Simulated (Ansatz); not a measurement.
Isolated molecules relaxed with PBE0-D4/def2-TZVP in Ansatz; ΔE leaves out vibrations. CCSD(T)/CBS is the MP2 limit (def2-TZVPP, def2-QZVPP) plus CCSD(T) − MP2 in def2-TZVPP, frozen cores. Functionals use def2-TZVPP. B3LYP here is the variant with VWN-RPA as its local correlation; programs differ in this. Elements past krypton have def2 core potentials. For Te outer-core shells are correlated without core-valence functions, which leaves a few kJ/mol of doubt a bond. One conformer a species, not always the lowest.

Reaction (formal exchange of groups at the Si–S bond): `B[SiH2]CS[SiH3]` + `[CH3][AlH][TeH]` → `[SiH3][CH2][AlH][TeH]` + `B[SiH2]CS`

Q: Is it downhill or uphill in electronic energy at CCSD(T)/CBS, and by how much? (Estimate.)

A: Computed: Uphill: ΔE = +42.6 kJ/mol.

Q: What do these levels give: B3LYP-D4, ωB97X-V, ωB97M-V, B2PLYP, PBE, B3LYP, SCS-MP2/def2-TZVPP, CCSD/def2-TZVPP, CCSD(T)/def2-TZVPP, HF/def2-QZVPP, HF/CBS(def2), MP2/CBS(def2)? (Estimate.)

A: The calculation gave: B3LYP-D4 46.0, ωB97X-V 42.8, ωB97M-V 42.6, B2PLYP 44.5, PBE 46.1, B3LYP 45.2, SCS-MP2/def2-TZVPP 41.6, CCSD/def2-TZVPP 39.6, CCSD(T)/def2-TZVPP 40.4, HF/def2-QZVPP 42.2, HF/CBS(def2) 42.1, MP2/CBS(def2) 45.1 kJ/mol.

Largest T1 diagnostic among the species: 0.012.
